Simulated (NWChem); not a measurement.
Species: bromine monochloride (BrCl); SMILES ClBr

```xyz
2

Cl     0.0000     0.0000     1.4518
Br     0.0000     0.0000    -0.7127
```
Atoms are numbered in this order, from 1.

All runs: NWChem. Geometry optimised at PBE0/def2-SVP; all other runs use it. This build's default masses of Se (78.918 u) and Br (79.917 u) are each other's, which moves their modes by up to 0.6 %. Vzz has the sign of the potential's second derivative. Spin-orbit effects on the shieldings are missing.

```json
[
 {"quantity": "orbital gap (eV)", "level": "TPSS/def2-SVP", "value": "2.66"},
 {"quantity": "Vzz Br2 (a.u.)", "level": "PBE0/def2-SVP", "value": "11.111"},
 {"quantity": "absolute shielding σ Cl1 (ppm)", "level": "PBE0/pcSseg-1, GIAO", "value": "832.9"},
 {"quantity": "−ε(HOMO) (eV)", "level": "PBE/aug-cc-pVDZ", "value": "7.13"},
 {"quantity": "dipole (D)", "level": "PBE0/def2-SVP", "value": "0.55"},
 {"quantity": "highest harmonic frequency (cm⁻¹)", "level": "PBE0/def2-SVP", "value": "434"}
]
```
